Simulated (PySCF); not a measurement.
Constitutional and geometric isomers with formula CH2B2O. Isolated molecules, 0 K electronic values unless said otherwise. One relaxed conformer stands for each flexible species; it need not be the lowest. Strings in code marks are SMILES.

Delta-SCF ions had no search for a lower state. Excitations are Tamm–Dancoff values on a coarser integration grid. The basis has no diffuse functions, so Rydberg states are missing or too high.

A: `[H]/B=C\B=O`
B: `OC1B=B1` (H–O–C–B torsion 133°)
C: `OC1=BB1`
D: `C=BB=O`

**Question.** Put the candidates in order of HOMO, lowest first, for PBE-D3(BJ)/def2-TZVP // r2SCAN-D4/def2-TZVP run with PySCF 2.14.0.

**Answer.** A (-6.72 eV), D (-6.49 eV), C (-6.32 eV), B (-5.72 eV)
